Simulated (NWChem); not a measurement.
C=C(C(=C)Cl)F (C4H4ClF), optimised at PBE0/def2-SVP with NWChem:

- highest occupied level (eV): -7.16
- orbital gap (eV): 5.88
- dipole (D): 0.16
- highest harmonic frequency (cm⁻¹): 3330
- zero-point energy (kcal/mol): 43.2

All stand in one matching conformer (torsions within 35°), which need not be the lowest.

Q: One F atom is replaced by H, giving C=CC(=C)Cl (C4H5Cl), optimised at the same level. How do these values move?

A: 
```
quantity                           new value  change
---------------------------------  ---------  ------
highest occupied level (eV)            -6.95   +0.21
orbital gap (eV)                        5.84   -0.04
dipole (D)                              1.36   +1.20
highest harmonic frequency (cm⁻¹)       3298     -32
zero-point energy (kcal/mol)            47.9    +4.7
```
